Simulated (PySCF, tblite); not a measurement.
Isomers of C8H15P. Level: GFN2-xTB in tblite, geometry and Hessian alike; calculated harmonic values, unscaled, isolated species. Errors from tens to a few hundred cm⁻¹ against measured bands are possible. One conformer each.

Electronic energies: PBE0/pcSseg-1 single points on the GFN2-xTB geometries (PySCF, gas phase).

```
              SMILES  electronic energy, lowest = 0 (kcal/mol)
  C/C=C/P=C\C(C)(C)C                                      26.0
C=CC[P@@](=C)(C=C)CC                                      65.6
      CCCP1C=C(C)CC1                                       0.0
  CC=[P@]1(CC)C=CCC1                                      43.5
```

How do GFN2-xTB zero-point energies change the relative energies?

| SMILES | ZPE (kcal/mol) | of it from modes above 1550 cm⁻¹ | electronic (kcal/mol) | with ZPE, lowest = 0 (kcal/mol) | lowest mode (cm⁻¹) | rings |
| --- | --- | --- | --- | --- | --- | --- |
| CCCP1C=C(C)CC1 | 130.7 | 66.5 | 0.0 | 0.0 | 48 | 1 |
| C/C=C/P=C\C(C)(C)C | 129.4 | 67.3 | 26.0 | 24.7 | 19i | 0 |
| CC=[P@]1(CC)C=CCC1 | 128.5 | 66.4 | 43.5 | 41.2 | 57 | 1 |
| C=CC[P@@](=C)(C=C)CC | 125.4 | 69.5 | 65.6 | 60.3 | 37 | 0 |

The zero-point energies span 5.3 kcal/mol, from `C=CC[P@@](=C)(C=C)CC` to `CCCP1C=C(C)CC1`. Slightly imaginary modes are left out of the zero-point energy: `C/C=C/P=C\C(C)(C)C` 18.8i cm⁻¹. The order is unchanged.

And how do the electronic energies of GFN2-xTB itself compare?

`CCCP1C=C(C)CC1` 0.0; `C/C=C/P=C\C(C)(C)C` 30.4; `CC=[P@]1(CC)C=CCC1` 43.6; `C=CC[P@@](=C)(C=C)CC` 73.4 kcal/mol, lowest = 0. Against the energies above, taken from the same isomer `CCCP1C=C(C)CC1`, the largest difference is 7.8 kcal/mol.

What do entropy and thermal enthalpy add at 298.15 K and 1 bar (rigid rotor, harmonic oscillator, one conformer each)?

| SMILES | point group | symmetry number | S (cal/(mol K)) | H − H(0) (kcal/mol) | ZPE + H − H(0) − TS (kcal/mol) |
| --- | --- | --- | --- | --- | --- |
| CCCP1C=C(C)CC1 | C1 | 1 | 104.4 | 7.65 | 107.2 |
| CC=[P@]1(CC)C=CCC1 | C1 | 1 | 104.0 | 7.84 | 105.3 |
| C=CC[P@@](=C)(C=C)CC | C1 | 1 | 111.8 | 8.73 | 100.8 |

Not tabulated: `C/C=C/P=C\C(C)(C)C` (lowest mode only 19i cm⁻¹).
